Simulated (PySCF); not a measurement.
C₄H₆O₂.

```xyz
12

C      1.8067     0.5046     0.0000
C      0.6766    -0.4982     0.0000
O     -0.1565    -0.3200     1.1388
C     -1.3034     0.2618     0.6663
C     -1.3034     0.2618    -0.6663
O     -0.1565    -0.3200    -1.1388
H      2.4298     0.3698    -0.8955
H      1.3964     1.5251     0.0000
H      2.4298     0.3698     0.8955
H      1.0528    -1.5363     0.0000
H     -2.0322     0.6060     1.3945
H     -2.0322     0.6060    -1.3945
```
Charge 0, spin multiplicity 1.

The structure is a stationary point at PBE0-D3(BJ)/def2-SVP. Other conformers were not sampled.

Method: PBE/pcSseg-1 run with PySCF. Non-relativistic, no solvent.

Computed absolute GIAO shielding of each atom: isotropic value and principal components (ppm):
```
atom  σ(iso)    σ11    σ22    σ33   span
----  ------  -----  -----  -----  -----
C1     159.4  136.7  161.1  180.4   43.8
C2      65.3   32.5   68.4   94.9   62.4
O3     197.2  156.0  164.5  271.1  115.1
C4      51.8  -26.6   85.2   96.8  123.4
C5      51.8  -26.6   85.2   96.8  123.4
O6     197.2  156.0  164.5  271.1  115.1
H7      30.3   26.7   28.3   35.9    9.2
H8      29.5   25.9   29.3   33.2    7.3
H9      30.3   26.7   28.3   35.9    9.2
H10     24.7   23.0   23.3   27.8    4.8
H11     25.2   24.1   25.3   26.3    2.1
H12     25.2   24.1   25.3   26.3    2.1
```
